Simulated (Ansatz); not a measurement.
Species: C6H4Br, charge 0, multiplicity 2. It need not be the lowest isomer of its formula. 
Geometry from a B3LYP-D3(BJ)/def2-TZVP (Ansatz, a quantum-chemistry and plane-wave program) optimisation:
```xyz
11

C     -2.8500     0.1930    -0.1556
C     -2.3120    -1.0639    -0.0693
C     -0.9189    -1.1543     0.0066
C     -0.1629     0.0110    -0.0089
C     -0.7492     1.2673    -0.0976
C     -2.1418     1.3655    -0.1738
Br     1.7405    -0.1179     0.0950
H     -2.9198    -1.9594    -0.0588
H     -0.4358    -2.1191     0.0764
H     -0.1362     2.1578    -0.1076
H     -2.6190     2.3345    -0.2435
```
Charge 0, spin multiplicity 2.

Basis-set convergence of Hartree-Fock and CCSD correlation energies (hartree) with Ansatz. Cores are frozen in the correlated levels unless marked. UHF or UKS for open shells. Spin-orbit coupling is left out. The frozen core is the preceding noble-gas configuration, with the filled d and f shells of earlier blocks. Non-relativistic.

The UHF reference is spin-contaminated (<S^2> 0.62 over the pure value in the largest basis). 

| basis | functions | E(HF) | E(corr, CCSD) |
|---|---|---|---|
| cc-pVDZ | 131 | -2801.88244 | -0.89120 |
| cc-pVTZ | 279 | -2802.01482 | -1.08526 |
| cc-pVQZ | 518 | -2802.03154 | -1.14873 |

Extrapolating the two largest sets (X = 3 and 4) as X^-3: E(corr) = (64·(-1.14873) - 27·(-1.08526))/37 = -1.1950 Eh, an estimate of the basis-set limit. The largest set recovers 96.1 % of it, the smallest 74.6 %.
